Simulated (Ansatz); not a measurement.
Start from `[CH3][Ta](=[O])([OH])[OH]` and change one atom or group to get `[CH3][Ta]([CH3])(=[O])[OH]`.

Ansatz, PBE0-D4/def2-TZVP geometries, multiplicity 1. Each molecule was computed in one conformer, which needn't be the lowest.

Elements past krypton have def2 core potentials.

```csv
property,`[CH3][Ta](=[O])([OH])[OH]`
size of the dipole moment (ωB97M-V/def2-TZVPP) / D,1.55
LUMO energy (PBE0/def2-TZVPP) / eV,-0.65
zero-point energy (PBE0-D4/def2-TZVP) / kJ/mol,169.2
HOMO energy (PBE0/def2-TZVPP) / eV,-8.32
HOMO energy (ωB97M-V/def2-TZVPP) / eV,-10.65
HOMO–LUMO gap (B3LYP/def2-TZVPP) / eV,7.16
```

Problem. What does the change do to each property? (An estimate is asked.)

Solution. The calculation gave: 
```csv
property,`[CH3][Ta]([CH3])(=[O])[OH]`,shift
size of the dipole moment (ωB97M-V/def2-TZVPP) / D,4.26,2.71
LUMO energy (PBE0/def2-TZVPP) / eV,-1.41,-0.76
zero-point energy (PBE0-D4/def2-TZVP) / kJ/mol,221.5,52.3
HOMO energy (PBE0/def2-TZVPP) / eV,-8.08,0.24
HOMO energy (ωB97M-V/def2-TZVPP) / eV,-10.43,0.22
HOMO–LUMO gap (B3LYP/def2-TZVPP) / eV,6.18,-0.98
```

With PBE0 the HOMO rises by 0.24 eV and the LUMO falls by 0.76 eV, so the gap narrows by about 1.00 eV. PBE moves the HOMO by 0.21 eV and ωB97M-V by 0.22 eV. The zero-point energy changes by 52.3 kJ/mol with +6 modes. Dipoles are sizes alone; their direction can turn.

B3LYP here is the variant with VWN-RPA as its local correlation; programs differ in this.
